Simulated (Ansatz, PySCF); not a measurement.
C₄H₇FSi, SMILES C[Si@H]1C=C[C@H]1F. Atoms are numbered in the order given.

```xyz
13

C      2.1587     0.1990    -0.0956
Si     0.5358    -0.6428    -0.5137
C     -0.4754    -1.3135     0.9184
C     -1.3741    -0.3068     0.8255
C     -1.0043     0.5246    -0.3868
F     -0.7568     1.8624    -0.0839
H      2.5574     0.7303    -0.9751
H      1.9989     0.9327     0.7089
H      2.9171    -0.5291     0.2347
H      0.6905    -1.5028    -1.7282
H     -0.4959    -2.1315     1.6426
H     -2.2348    -0.1016     1.4785
H     -1.7670     0.4969    -1.1851
```

Geometry optimised at B3LYP-D3(BJ)/def2-SVP. The structure was generated by enumeration; whether it is a known compound was not checked.

Two levels are set side by side: PBE-D3(BJ)/def2-SVP (Ansatz, an electronic-structure program) and B3LYP-D3(BJ)/def2-SVP (Ansatz). Each level has its own optimised geometry; the coordinates shown are those of the second. Frequencies come from the Hessian of PySCF at each geometry. Differences are taken from unrounded values.

| quantity | B3LYP-D3(BJ) |
|---|---|
| mean bond length (Å) | 1.388 |
| bond C1–Si2 (Å) | 1.875 |
| bond Si2–C3 (Å) | 1.877 |
| bond Si2–C5 (Å) | 1.937 |
| bond C3–C4 (Å) | 1.353 |
| bond C4–C5 (Å) | 1.516 |
| bond C5–F6 (Å) | 1.394 |
| bond C1–H7 (Å) | 1.102 |
| bond C1–H8 (Å) | 1.101 |
| bond C1–H9 (Å) | 1.102 |
| bond Si2–H10 (Å) | 1.496 |
| bond C3–H11 (Å) | 1.093 |
| bond C4–H12 (Å) | 1.100 |
| bond C5–H13 (Å) | 1.104 |
| highest harmonic wavenumber (cm⁻¹) | 3199 |
| mean harmonic wavenumber (cm⁻¹) | 1286 |
| zero-point energy (kcal/mol) | 60.69 |

Question: What does PBE-D3(BJ) give, and how far is it from B3LYP-D3(BJ)? (Estimate from the structure and the level; the computed values follow.)

Answer: 
```csv
quantity,PBE-D3(BJ),PBE-D3(BJ) minus B3LYP-D3(BJ)
mean bond length (Å),1.396,0.007
bond C1–Si2 (Å),1.882,0.006
bond Si2–C3 (Å),1.881,0.004
bond Si2–C5 (Å),1.947,0.010
bond C3–C4 (Å),1.362,0.009
bond C4–C5 (Å),1.516,0.001
bond C5–F6 (Å),1.398,0.004
bond C1–H7 (Å),1.109,0.007
bond C1–H8 (Å),1.108,0.007
bond C1–H9 (Å),1.109,0.007
bond Si2–H10 (Å),1.511,0.015
bond C3–H11 (Å),1.101,0.008
bond C4–H12 (Å),1.109,0.009
bond C5–H13 (Å),1.114,0.009
highest harmonic wavenumber (cm⁻¹),3135,-65
mean harmonic wavenumber (cm⁻¹),1250,-36
zero-point energy (kcal/mol),58.99,-1.70
```

GGA bonds tend to be longer and softer than those of functionals with exact exchange. Differences between two approximate levels are no errors against the true value.
